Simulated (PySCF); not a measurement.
C5H7FO, SMILES C=C1C[C@@](C)(F)O1. Atoms are numbered in the order given.

```xyz
14

C      2.3780     0.2846     0.9880
C      1.1774     0.2173     0.4224
C      0.2701     1.0918    -0.4107
C     -0.6975    -0.1045    -0.2921
C     -2.0161     0.0375     0.4205
F     -0.9000    -0.7379    -1.4898
O      0.2708    -0.8310     0.4754
H      2.7685    -0.5510     1.5714
H      2.9865     1.1811     0.8670
H      0.6016     1.2693    -1.4433
H     -0.0615     2.0319     0.0521
H     -1.8765     0.5423     1.3864
H     -2.4386    -0.9625     0.5984
H     -2.7182     0.6176    -0.1963
```

Geometry: B3LYP-D3(BJ)/def2-SVP. The structure was generated by enumeration; whether it is a known compound was not checked.

Two levels are set side by side: PBE/pcSseg-1 (PySCF) and KT2/pcSseg-1 (PySCF). GIAO shifts against CFCl3 (¹⁹F), H2O (¹⁷O), TMS (¹H), TMS (¹³C) at the same level; non-relativistic, no solvent, atoms listed together averaged. Differences are taken from unrounded values.

```tsv
quantity	KT2	PBE	PBE minus KT2
δ(¹³C) of C1 (ppm)	80.5	85.5	5.0
δ(¹³C) of C2 (ppm)	156.2	163.3	7.1
δ(¹³C) of C3 (ppm)	46.3	46.1	-0.2
δ(¹³C) of C4 (ppm)	120.7	124.0	3.2
δ(¹³C) of C5 (ppm)	26.1	26.5	0.4
δ(¹⁹F) of F6 (ppm)	-134.1	-129.6	4.5
δ(¹⁷O) of O7 (ppm)	259.4	265.4	6.0
```

Rough cost on one machine, each run with all the roots and properties that it gave: KT2 against PBE within a factor of 2.
